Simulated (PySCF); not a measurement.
Cartesian coordinates (Å):
```xyz
7

Mo     0.0003     0.0003    -0.0004
Cl     1.8615    -0.2020    -1.3602
Cl    -1.2490     0.7111    -1.8136
Cl     0.5743     2.1940     0.4643
Cl    -0.5745    -2.1932    -0.4645
Cl     1.2501    -0.7099     1.8127
Cl    -1.8611     0.2017     1.3593
```
Charge 0, multiplicity 1.

### Question
Predict the HOMO, dipole moment, total energy, LUMO, HOMO–LUMO gap and charge on the central atom (Mulliken) from TPSSh-D3(BJ)/def2-TZVP // TPSS-D3(BJ)/def2-SVP in PySCF.

### Answer

| Property | Value |
|---|---|
| HOMO | -8.49 eV |
| dipole moment | 0.00 D |
| total energy | -2829.7965 Ha |
| LUMO | -6.21 eV |
| HOMO–LUMO gap | 2.27 eV |
| charge on the central atom (Mulliken) | 0.78 e |
